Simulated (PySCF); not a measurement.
These compounds are isomers of formula C₅H₈N₂OSi.

A. SMILES Nc1cccnc1O[SiH3]
B. `C=CN([SiH2]C#N)C(C)=O`
C. SMILES C=N[SiH2]O/C(C#N)=C/C
D. `InChI=1S/C5H8N2OSi/c1-3-5(7-2)8-9-4-6/h3,5H,1-2,9H2/t5-/m0/s1`

Spectrum 1. 1H NMR (300 MHz, computed): δ 9.01 (m, 1H), 8.99 (m, 1H), 6.32 (q, 1H), 5.38 (s, 2H), 2.10 (d, 3H). 13C{1H} NMR (computed): δ 180.0 (CH2), 135.1 (CH), 131.4 (C), 119.6 (C), 17.2 (CH3).

Spectrum 2. 1H NMR (300 MHz, computed): δ 7.97 (d, 1H), 7.63 (d, 1H), 6.34 (m, 1H), 5.52 (m, 1H), 5.43 (m, 1H), 5.24 (d, 1H), 5.09 (d, 1H), 4.74 (d, 1H). 13C{1H} NMR (computed): δ 160.9 (CH2), 149.1 (CH), 127.6 (C), 122.1 (CH2), 100.2 (CH).

Spectrum 3. 1H NMR (300 MHz, computed): δ 6.50 (m, 1H), 5.22 (m, 1H), 5.00 (m, 1H), 4.93 (s, 2H), 2.28 (s, 3H). 13C{1H} NMR (computed): δ 182.8 (C), 138.2 (CH), 123.6 (C), 110.1 (CH2), 21.1 (CH3).

Spectrum 4. 1H NMR (300 MHz, computed): δ 7.78 (d, 1H), 7.09 (m, 1H), 6.97 (m, 1H), 5.05 (s, 3H), 3.64 (br s, 2H). 13C{1H} NMR (computed): δ 155.2 (C), 140.1 (CH), 137.1 (C), 124.2 (CH), 123.1 (CH).

All values are calculated (PySCF): shielding tensors at PBE0/pcSseg-1 (GIAO), GFN2-xTB geometry. No solvent, one conformer, rapidly exchanging positions averaged, non-relativistic.

Scale: 1H, 13C vs TMS (reference shieldings calculated alike). Where no couplings were computed, multiplicities follow the n + 1 count of equivalent neighbours, and m marks all less simple cases (inequivalent or close neighbours, rings, F or P nearby). Shifts are as computed. Against solution values, carbons near 30 ppm lie about +3 ppm off and those near 130 ppm about +5 ppm. Of 1309 compounds with measured shifts, 239 miss one by over three times the rms of a fit or turn the order of signals round; such compounds aren't used in these exercises. OH and NH positions are gas-phase values without hydrogen bonding to other molecules.

Match each spectrum to its structure.

Answers

1–C, 2–D, 3–B, 4–A.

- Spectrum 1 (C): 5 13C signals; δC 131.4 is an alkene carbon bearing oxygen; δC 119.6 is a nitrile carbon.
- Spectrum 2 (D): 5 13C signals; δC 149.1 is an alkene CH; δC 127.6 is a nitrile carbon.
- Spectrum 3 (B): 5 13C signals; δC 182.8 is an amide carbonyl carbon; δC 138.2 is an alkene carbon bearing nitrogen.
- Spectrum 4 (A): 5 13C signals; δC 155.2 is an aromatic carbon bearing oxygen; δC 140.1 is an aromatic CH next to a ring nitrogen.
